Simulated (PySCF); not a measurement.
# Hg4O4 at several levels of theory

Computed with PySCF 2.14.0 (density fitting, no spin-orbit coupling) at the geometry relaxed with TPSS:

```xyz
8
Hg4O4 (singlet)
Hg    1.1114    1.1114    1.1114
Hg    1.1114   -1.1114   -1.1114
Hg   -1.1114    1.1114   -1.1114
Hg   -1.1114   -1.1114    1.1114
O     1.1937    1.1937   -1.1937
O     1.1937   -1.1937    1.1937
O    -1.1937    1.1937    1.1937
O    -1.1937   -1.1937   -1.1937
```

```csv
level,basis,state,HOMO (eV),gap (eV),charge on Hg1 (e),dipole about the centre of mass (D),largest force component (eV/Å)
TPSS,"Hg def2-SVP with ECP60, O def2-SVP",singlet,-5.69,0.68,0.53,0.00,0.01
BLYP,the same,singlet,-5.61,0.51,0.49,0.00,0.51
TPSS,"Hg def2-TZVP with ECP60, O def2-TZVP",singlet,-5.87,0.77,0.69,0.00,0.22
```

Charges are Mulliken's, which hang on the basis. The relaxation used the grid (50, 194), these runs (75, 302) or, all-electron (x2c bases, spin-free X2C Hamiltonian), (99, 590).

Q: A further run in the first row's basis gives HOMO (eV) -5.57, gap (eV) 0.86, charge on Hg1 (e) 0.62, dipole about the centre of mass (D) 0.00, largest force component (eV/Å) 0.07. Which level was it?
A. wB97X
B. M06-L
C. CAM-B3LYP

A: B. The others give HOMO -8.87 eV (wB97X); -8.04 eV (CAM-B3LYP).

In the first row's basis the gap widens with exact exchange: 0.5 to 0.9 eV for BLYP, TPSS, M06-L (none); 4.3 to 6.1 eV for CAM-B3LYP, wB97X (rising or full at long range).

No frequency check is given that shows the relaxed geometry to be a minimum. The gap of the closed shell is small, and it wasn't tested for a lower spin-broken solution at this geometry.

Small gap, closed shell not tested for a spin-broken solution: M06-L, BLYP, TPSS (small-core/TZVP).
